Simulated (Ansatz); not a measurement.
[closo-B5H5]2- (B₅H₅²⁻), relaxed as a singlet with RKS PBE0-D4/def2-SVPD in Ansatz, starting from the GFN2-xTB geometry. Force threshold 0.02 eV/Å.

A multiply charged anion in the gas phase is held together partly by the finite basis. Removing one electron lowers the energy by 2.60 eV at PBE0-D4/def2-TZVPD, so it isn't bound. The highest occupied level of the charge -2 singlet lies above zero (up to 4.29 eV). By energy differences it is unbound by 2.60 eV (vertical, against the charge -1 doublet, at PBE0-D4/def2-TZVPD) and held by the finite basis.

Start:

```
atom   x (Å)   y (Å)   z (Å)
  B1   0.004  -0.398   0.998
  B2   0.566   0.885  -0.228
  B3  -0.977   0.696   0.282
  B4   0.977  -0.697  -0.282
  B5  -0.569  -0.487  -0.771
  H6   0.012  -0.884   2.209
  H7   1.255   1.959  -0.504
  H8  -2.034   1.449   0.586
  H9   2.030  -1.450  -0.584
 H10  -1.264  -1.074  -1.705
```

Estimate the energy that the relaxation releases and the steps that it takes.

50.5 kJ/mol, in 4 steps; 13 s on 4 threads of Intel Xeon on a shared host. No frequencies were taken in this run, so the end may be a saddle point.

Does the start keep its bonding and symmetry?

By distances, no bond broke or formed. The bond that changes most is B3–H8, from 1.33 to 1.22 Å (atoms count from 1). Point group D3h at the start, D3h at the end, both within 0.05 Å.

Predict the relaxed structure.


Cartesian coordinates in Å:
```
B 0.004 -0.390 0.978
B 0.555 0.867 -0.223
B -1.042 0.744 0.301
B 1.042 -0.744 -0.302
B -0.558 -0.476 -0.755
H 0.009 -0.848 2.124
H 1.204 1.883 -0.483
H -2.013 1.436 0.581
H 2.012 -1.437 -0.581
H -1.213 -1.035 -1.640
```
Bond lengths: 9 × B–B 1.68 to 1.82 Å; 5 × B–H 1.22 to 1.23 Å.
